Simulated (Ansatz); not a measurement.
Frontier orbitals of F₃GeH₃OSi, SMILES `[F][Ge]([F])([F])[O][SiH3]`.

```xyz
9

F     1.927   -1.818    0.940
Ge    1.433   -0.261    0.475
F     1.079    0.623    1.887
F     2.750    0.484   -0.295
O     0.080   -0.340   -0.571
Si   -1.483    0.214   -0.595
H    -1.490    1.696   -0.533
H    -2.227   -0.341    0.561
H    -2.070   -0.258   -1.869
```

Total charge 0; spin multiplicity 1. Correlated methods include outer-core shells of Ge, which these sets cover unevenly. Scalar relativity is left out up to krypton. The geometry is a stationary point of PBE0-D4/def2-TZVP. It is one conformer, not always the lowest. Basis def2-TZVPP, Ansatz 0.2.0.

| functional | HOMO (eV) | LUMO (eV) | gap (eV) |
| --- | --- | --- | --- |
| PBE | -8.17 | -2.45 | 5.72 |
| PBE0 | -9.66 | -1.38 | 8.28 |
| B3LYP | -9.46 | -1.73 | 7.73 |
| HSE06 (plane-wave form) | -9.26 | -1.75 | 7.51 |
| ωB97X-V | -12.13 | 0.83 | 12.96 |
| ωB97M-V | -11.96 | 0.58 | 12.54 |

A quarter of exact exchange (PBE0) shifts PBE's HOMO by −1.49 eV and its LUMO by +1.08 eV; full exchange at long range (ωB97M-V) shifts them by −3.79 and +3.03 eV. The gap opens from 5.72 to 12.54 eV, since occupied levels lose self-interaction and empty ones feel all the electrons. A positive LUMO is unbound and depends on the basis.

B3LYP here is the variant with VWN-RPA as its local correlation; programs differ in this.
